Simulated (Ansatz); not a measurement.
BaCl, charge +1, singlet, geometry from GFN2-xTB (such geometries of metal compounds can be far from the true shape) (core potentials on Ba); B97M-V/def2-SVP in Ansatz (a quantum-chemistry and plane-wave program).

The Ansatz input:
Ansatz 0.2 input:
```yaml
crystal:
  periodic: [false, false, false]
  atoms:
    - {symbol: Ba, position_ang: [-0.00000000, -0.00000000, -0.61608789]}
    - {symbol: Cl, position_ang: [0.00000000, 0.00000000, 2.02946601]}
basis:
  gaussian:
    orbitals: def2-SVP
hamiltonian:
  xc: {name: B97M-V}
total_charge: 1
accuracy: high
```

**Question.** Write the output that Ansatz gives for this input, abridged.

**Answer.** 
```
Functional definition: B97M-V
710 factors; integrals over basis functions are off by at most 9.5e-8 eV
mean field evaluation 1: about -13198.2120 eV, gradient 4.9e1 eV
mean field evaluation 2: about -13050.2840 eV, gradient 1.5e2 eV
mean field evaluation 4: about -13205.4105 eV, gradient 6.4e0 eV
mean field evaluation 8: about -13205.5654 eV, gradient 4.3e-2 eV
mean field evaluation 16: about -13205.5654 eV, gradient 2.5e-7 eV
mean field -13205.56540604 eV, -485.2955776183 hartree, gradient 2.6e-9 eV, S^2 0.000000; 0 other end points of the search recorded, 0 dependent functions left out
reference -13205.56541428 eV, -485.2955779209 hartree; 13, 13 occupied and 35, 35 virtual orbitals, 710 factors
Total energy: -13205.56541428 eV, -485.2955779209 hartree
```
